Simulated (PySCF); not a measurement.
# How methods differ on the ionisation energy of K⁶⁺

K⁶⁺ [Ne] 3s2 3p1 [3p1/2^1, M_J = 1/2] → K⁷⁺ [Ne] 3s2, as a difference of total energies. Calculation: PySCF 2.14, in an even-tempered Gaussian basis (20 s from 0.27 bohr⁻², ratio 2.4; 13 p from 0.35 bohr⁻², ratio 2.4; 5 d from 1.8 bohr⁻², ratio 2.6; 5 f from 2.7 bohr⁻², ratio 2.6); the two-component X2C-1e Hamiltonian. Correlated levels: 1s2 frozen; the 52 highest virtual spinors dropped. "Screened" scales the spin-orbit matrix elements by Boettger's factors to mimic the two-electron term; Breit and QED terms are absent.

| method | ionisation energy (eV) |
| --- | --- |
| GHF (spin-free) | 116.94 |
| GMP2 (spin-free) | 117.32 |
| GHF (screened spin-orbit) | 117.20 |
| GMP2 (screened spin-orbit) | 117.59 |

Q: How much does correlation contribute at GMP2 (screened spin-orbit)?

A: 117.59 − (117.20) = 0.39 eV, measured against GHF (screened spin-orbit).

For comparison: 117.56 ± 0.11 eV (measured; NIST Atomic Spectra Database, ionization energies).
